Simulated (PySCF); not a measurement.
Input for PySCF:
```python
from pyscf import gto, scf, dft

mol = gto.Mole()
mol.atom = '''
    O     1.489568    1.614524    0.155186
    Si    1.507012    0.027799    0.349730
    O     1.259549   -0.361340    1.872749
    O     2.591938   -0.869940   -0.404344
    O     0.142242   -0.580651   -0.531351
    Si   -1.501502   -0.050291   -0.370312
    O    -1.529087    1.461630   -0.865880
    O    -2.107809   -1.106336   -1.404134
    O    -1.848910   -0.147645    1.187146
    H     1.765636    2.084047   -0.629914
    H     0.950171    0.235612    2.551215
    H     3.473489   -1.046372   -0.086906
    H     0.313663   -1.280413   -1.171699
    H    -1.553738    2.228224   -0.296573
    H    -2.963048   -1.037314   -1.819863
    H    -2.043241   -0.950830    1.666915
'''
mol.basis = 'sto-3g'
mol.charge = 1
mol.spin = 0
mol.verbose = 4
mol.build()

mf = dft.RKS(mol)
mf.xc = 'b3lyp'
mf.kernel()
```

What does this run give for the Mulliken (on the basis functions themselves) charges in atom order, HOMO energy, HOMO-LUMO gap, number of basis functions, nuclear repulsion energy, total energy?


| Property | Result |
|---|---|
| Mulliken (on the basis functions themselves) charges in atom order | O1 -0.47, Si2 1.23, O3 -0.46, O4 -0.47, O5 -0.44, Si6 1.23, O7 -0.46, O8 -0.47, O9 -0.47, H10 0.24, H11 0.25, H12 0.25, H13 0.30, H14 0.25, H15 0.25, H16 0.24 |
| HOMO energy | -9.24 eV |
| HOMO-LUMO gap | 9.05 eV |
| number of basis functions | 60 |
| nuclear repulsion energy | 766.4120 Eh |
| total energy | -1095.6058 Eh |
